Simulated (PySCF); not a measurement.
Bonds of Sb to H, F, Cl, Br, O, N

CCSD(T) extrapolated to the basis-set limit (PySCF; Br2 CCSD(T)/CBS(TQ), Cl2 CCSD(T)/CBS(TQ)+CV+SR, F2 CCSD(T)/CBS(TQ)+CV+SR, H2 CCSD(T)/CBS(TQ)+SR, N2 CCSD(T)/CBS(TQ)+CV+SR, O2 CCSD(T)/CBS(TQ)+CV+SR, SbBr CCSD(T)/CBS(DT), SbCl CCSD(T)/CBS(DT), SbF CCSD(T)/CBS(DT), SbH CCSD(T)/CBS(DT), SbN CCSD(T)/CBS(DT)+CV, SbO CCSD(T)/CBS(DT); CV core-valence, SR scalar-relativistic term); no spin–orbit coupling. D0 is De less the harmonic zero-point energy.

```csv
X,state of SbX,D0(SbX) (eV),D0(X₂) (eV)
H,triplet (π ↑↑),2.50,4.48
F,triplet (π ↑↑),4.08,1.62
Cl,triplet (π ↑↑),3.02,2.54
Br,triplet (π ↑↑),2.62,2.21
O,doublet (π ↑),4.10,5.09
N,singlet (closed shell),3.60,9.74
```

Problem. Give the energy of Sb + X₂ → SbX + X at 0 K for each X.

Solution. H: 4.48 − 2.50 = +1.98 eV; F: 1.62 − 4.08 = -2.46 eV; Cl: 2.54 − 3.02 = -0.48 eV; Br: 2.21 − 2.62 = -0.41 eV; O: 5.09 − 4.10 = +0.99 eV; N: 9.74 − 3.60 = +6.14 eV (composite CCSD(T); negative means exothermic).

Problem. Does an atom of Br displace Cl from SbCl?

Solution. SbCl + Br → SbBr + Cl has ΔE = 3.02 − 2.62 = +0.40 eV at composite CCSD(T), so it is uphill.

Gas-phase diatomics only hint at surface chemistry, where an atom holds several bonds.

Correlated steps freeze the inner cores (0 to 18 orbitals); shallow outer-core shells are correlated. Spin–orbit coupling is left out, which matters for elements this heavy, above all for dissociation energies. Where the molecule has an RHF reference, its open-shell atoms are computed with UHF. The CCSD T1 diagnostic is raised in SbN, a sign that a single reference may not be enough there. States were picked by a PBE0 search and need not be the measured ground states.
